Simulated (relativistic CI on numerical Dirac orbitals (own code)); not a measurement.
## Hf3+ (5d) in a crystal field

Calculated by Dirac-Coulomb-Breit CI, KLI orbitals optimised for each configuration, a model potential for QED, valence Slater integrals scaled by 0.75, one configuration in a parametric crystal field (own radial code).

Field parameters in Wybourne normalisation: Td as Oh with Dq negative (B⁴₀ = 21Dq, B⁴₄ = √(5/14) B⁴₀). The field is a parameter set, without covalency.

S is read from ⟨S²⟩ = S(S + 1).

Site symmetry Td; labels are those of the double group. Computed levels in cm⁻¹ above the lowest, in rising order:

| Δ (size of 10Dq) | Lowest | No. 2 | No. 3 |
| --- | --- | --- | --- |
| 3100 | Γ8 | 4493 Γ8 | 5761 Γ7 |
| 5600 | Γ8 | 6165 Γ8 | 7847 Γ7 |
| 8100 | Γ8 | 8266 Γ8 | 10148 Γ7 |
| 10600 | Γ8 | 10542 Γ8 | 12536 Γ7 |
| 13100 | Γ8 | 12902 Γ8 | 14966 Γ7 |
| 15600 | Γ8 | 15306 Γ8 | 17418 Γ7 |
| 18050 | Γ8 | 17688 Γ8 | 19834 Γ7 |

Ground-state S against |10Dq| in cm⁻¹: 3100: 0.50, 5600: 0.50, 8100: 0.50, 10600: 0.50, 13100: 0.50, 15600: 0.50, 18050: 0.50.

No abrupt spin change occurs in this range.
